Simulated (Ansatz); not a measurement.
Cost and result up the ladder for Cs₃H₂ (5 atoms). The state is a doublet with charge 0. Geometry: PBE-D4/def2-TZVP.

```tsv
atom	x (Å)	y (Å)	z (Å)
Cs1	-2.387	0.156	0.620
Cs2	1.664	2.033	-1.830
Cs3	2.069	-2.282	0.837
H4	-0.834	1.785	-0.886
H5	-0.512	-1.691	1.258
```

Ansatz on 4 threads of Arm Neoverse V2 on a shared host. Times are rough, and most runs start from the orbitals of an earlier one. ωB97X-V/def2-TZVP serves as the yardstick here, not as an exact answer. Binding counts from free atoms at the same level (Cs doublet, H doublet; other spins of the atoms weren't run), without zero-point energy or a counterpoise term.

In the def2 sets Cs takes a core potential; there is no spin–orbit coupling. HSE06 is defined as in plane-wave codes, on full-range PBE exchange. Correlated methods freeze no core orbitals; core or outer-core shells of Cs are correlated, in sets that lack core-valence functions. Another isomer (doublet) lies 0.16 eV lower at PBE0-D4/def2-TZVP; other spin states weren't run for this one.

Correlated methods converge slowly with the basis.

```tsv
level	functions	wall time	binding energy per atom (eV)	difference from ωB97X-V/def2-TZVP (eV)
PBE-D4/def2-TZVP (with forces)	99	2.3 s	1.09	-0.04
PBE0-D4/def2-TZVP	99	2.4 s	1.08	-0.05
HSE06-D4/def2-TZVP	99	2.5 s	1.07	-0.06
r2SCAN-D4/def2-TZVP	99	4.6 s	1.09	-0.04
ωB97X-V/def2-TZVP	99	11 s	1.13	0.00
CCSD(T)/def2-TZVPP	136	54 s	1.02	-0.11
```
